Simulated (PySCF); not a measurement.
Computed spin Hamiltonian

C7H13 (doublet state).
Z-matrix (Å and degrees, GFN2-xTB geometry), rows numbered from 1:
```
C 
C   1  1.2934
C   2  1.4612  1  142.82
C   3  1.5415  2  111.57  1    13.90
C   3  1.5365  2  109.76  1  -109.15
C   5  1.5263  3  111.97  2   -61.85
C   6  1.5233  5  111.84  3   176.73
H   1  1.0811  2  122.10  3   178.94
H   1  1.0937  2  124.20  3    -1.28
H   3  1.0985  2  108.42  1   132.71
H   4  1.0873  3  109.96  2   -62.67
H   4  1.0873  3  110.35  2    57.36
H   4  1.0881  3  110.02  2   177.45
H   5  1.0925  3  109.11  2   176.65
H   5  1.0925  3  108.86  2    59.09
H   6  1.0927  5  109.37  3   -61.84
H   6  1.0928  5  108.70  3    55.41
H   7  1.0878  6  110.50  5   -61.09
H   7  1.0882  6  110.61  5    58.77
H   7  1.0874  6  110.66  5   178.87
```

The hyperfine couplings belong to this conformer and change with its torsions.

The species is `C=[C][C@H](C)CCC` [radical].

Method: UKS B3LYP, pcH-1 on C H, non-relativistic, mean-field spin-orbit, GIAO (PySCF). Isolated species at its GFN2-xTB geometry (one conformer only). A GFN2-xTB geometry isn't a minimum of the functional, and hyperfine couplings can be far from their values at a DFT geometry. The SCF solution wasn't tested for stability.

```
g1, g2, g3                      : 2.00150, 2.00215, 2.00296
g_iso                           : 2.00220
Form of g                       : rhombic: the two nearest values differ by 44 % of g3 − g1
⟨S²⟩                            : 0.7581 (exact 0.7500)
α and β electrons               : 28, 27
HOMO–LUMO gap, α and β orbitals : 6.05, 5.46 eV
Basis functions                 : 305
```

Isotropic coupling and dipolar principal values T1 to T3, in mT; ρ(0) is the spin density at the nucleus (MHz turned into mT with g_iso):

| atom | isotope | a_iso | T1 | T2 | T3 | Mulliken spin population | ρ(0) (bohr⁻³) |
| --- | --- | --- | --- | --- | --- | --- | --- |
| C1 | 13C | -0.20 | -0.61 | 0.06 | 0.56 | -0.16 | -0.0051 |
| C2 | 13C | 9.41 | -2.91 | -2.22 | 5.14 | 0.98 | 0.2345 |
| C3 | 13C | 0.31 | -0.19 | -0.16 | 0.35 | -0.04 | 0.0077 |
| C4 | 13C | 1.96 | -0.21 | -0.21 | 0.42 | 0.05 | 0.0489 |
| C5 | 13C | 0.16 | -0.05 | -0.04 | 0.08 | 0.00 | 0.0039 |
| C6 | 13C | 0.12 | -0.07 | -0.03 | 0.09 | 0.01 | 0.0029 |
| C7 | 13C | 0.01 | -0.01 | -0.01 | 0.02 | 0.00 | 0.0002 |
| H8 | 1H | 4.22 | -0.23 | -0.19 | 0.41 | 0.05 | 0.0265 |
| H9 | 1H | 6.43 | -0.16 | -0.07 | 0.23 | 0.10 | 0.0403 |
| H10 | 1H | 1.41 | -0.25 | -0.20 | 0.45 | 0.01 | 0.0089 |
| H11 | 1H | -0.14 | -0.17 | -0.05 | 0.22 | 0.00 | -0.0009 |
| H12 | 1H | -0.12 | -0.16 | -0.07 | 0.23 | 0.00 | -0.0007 |
| H13 | 1H | 0.58 | -0.14 | -0.04 | 0.18 | 0.01 | 0.0036 |
| H14 | 1H | -0.03 | -0.07 | -0.05 | 0.12 | 0.00 | -0.0002 |
| H15 | 1H | -0.03 | -0.12 | -0.10 | 0.21 | 0.00 | -0.0002 |
| H16 | 1H | 0.00 | -0.08 | -0.06 | 0.14 | 0.00 | 0.0000 |
| H17 | 1H | 0.18 | -0.24 | -0.14 | 0.37 | 0.00 | 0.0011 |
| H18 | 1H | 0.00 | -0.03 | -0.03 | 0.06 | 0.00 | 0.0000 |
| H19 | 1H | 0.08 | -0.03 | -0.02 | 0.05 | 0.00 | 0.0005 |
| H20 | 1H | 0.01 | -0.03 | -0.02 | 0.05 | 0.00 | 0.0001 |

Largest spin populations (Mulliken): C2 (+0.98), C1 (-0.16) and H9 (+0.10). No atom but C2 exceeds +0.15.

Axes: g1 points within 15° of the C2–C3 bond and g2 points within 13° of the C1–H9 bond.

Under fast tumbling the dipolar parts average out, and these isotropic splittings remain (the largest six): 1 × 1H (H9, I = 1/2, 2 lines) with 6.43 mT, 1 × 1H (H8, I = 1/2, 2 lines) with 4.22 mT, 1 × 1H (H10, I = 1/2, 2 lines) with 1.41 mT, 1 × 1H (H17, I = 1/2, 2 lines) with 0.18 mT, 3 × 1H (H11/H12/H13, I = 1/2, 4 lines) with 0.11 mT and 1 × 1H (H15, I = 1/2, 2 lines) with 0.03 mT.

Means are taken over nuclei equivalent by connectivity, which assumes that they swap fast. The three 1H nuclei of mean +3.0 MHz run from -4.1 to 16.2 MHz in the frozen geometry.

The 13C coupling of C2 (263.7 MHz) shows only in satellite lines or after enrichment, since that isotope makes up about 1.07 % of natural carbon.

Examples of negative spin density at the nucleus (bohr⁻³): C1 (-0.0051).

Hardware: one thread of an Arm Neoverse V1 (shared host). Cost: 81 s (grids of density and orbitals included), 0.98 GiB resident at most.
